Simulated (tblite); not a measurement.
Here is a computed GFN2-xTB geometry (Å):
```
atom  x, y, z in Å
S1     4.7310   -0.0182    0.2864
C2     3.3385   -0.8554    0.1659
C3     2.0234   -0.2854    0.1115
C4     1.8321    1.1191    0.1630
C5     0.5817    1.6527    0.1109
C6    -0.5602    0.8246    0.0034
C7    -1.8658    1.3484   -0.0525
C8    -2.9484    0.5179   -0.1569
C9    -2.7746   -0.8740   -0.2107
C10   -1.5211   -1.4150   -0.1584
C11   -0.3826   -0.5857   -0.0501
C12    0.9176   -1.1122    0.0061
H13    3.3943   -1.9405    0.1223
H14    2.7060    1.7475    0.2441
H15    0.4410    2.7234    0.1505
H16   -1.9988    2.4199   -0.0110
H17   -3.9471    0.9266   -0.1998
H18   -3.6412   -1.5128   -0.2943
H19   -1.3805   -2.4855   -0.1993
H20    1.0497   -2.1849   -0.0342
```

Charge 0, singlet.

Question: Which heavy atoms are bonded, and with what formal order?

Answer: S1–C2 1.63 Å (double); C2–C3 1.43 Å (single); C3–C4 1.42 Å (aromatic); C4–C5 1.36 Å (aromatic); C5–C6 1.41 Å (aromatic); C6–C7 1.41 Å (aromatic); C7–C8 1.37 Å (aromatic); C8–C9 1.40 Å (aromatic); C9–C10 1.37 Å (aromatic); C10–C11 1.41 Å (aromatic); C11–C12 1.40 Å (aromatic); C3–C12 1.38 Å (aromatic); C6–C11 1.42 Å (aromatic). Bonds to hydrogen (Å): C2–H13 1.09; C4–H14 1.08; C5–H15 1.08; C7–H16 1.08; C8–H17 1.08; C9–H18 1.08; C10–H19 1.08; C12–H20 1.08. The orders are those of one drawing; other resonance forms can be drawn.

Question: Give the structure as a SMILES string.

Answer: `S=Cc1ccc2ccccc2c1`, C11H8S. Among its features: benzene ring and thiocarbonyl.

Question: Name the point group.

Answer: Cs (tolerance 0.08 Å).

Question: Which rings does it hold?

Answer: C3–C4–C5–C6–C11–C12 (6 members, 0.00 Å rms from planarity); C6–C7–C8–C9–C10–C11 (6 members, 0.00 Å rms from planarity).

Question: Describe the place of each heavy atom.

Answer: S1: thiocarbonyl sulfur; C2: thiocarbonyl carbon; C3: substituted aromatic carbon; C4: aromatic CH carbon; C5: aromatic CH carbon; C6: ring-fusion aromatic carbon; C7: aromatic CH carbon; C8: aromatic CH carbon; C9: aromatic CH carbon; C10: aromatic CH carbon; C11: ring-fusion aromatic carbon; C12: aromatic CH carbon.

Question: What is the arrangement about C6?

Answer: It has 3 neighbours (C5, C7, C11) and is planar (angles 122.3°, 118.9° and 118.8°, sum 360.0°, 0.00 Å off the plane of its three neighbours).

Question: What is the arrangement about C12?

Answer: It has 3 neighbours (C11, C3, H20) and is planar (angles 121.2°, 119.8° and 118.9°, sum 360.0°, 0.00 Å off the plane of its three neighbours).
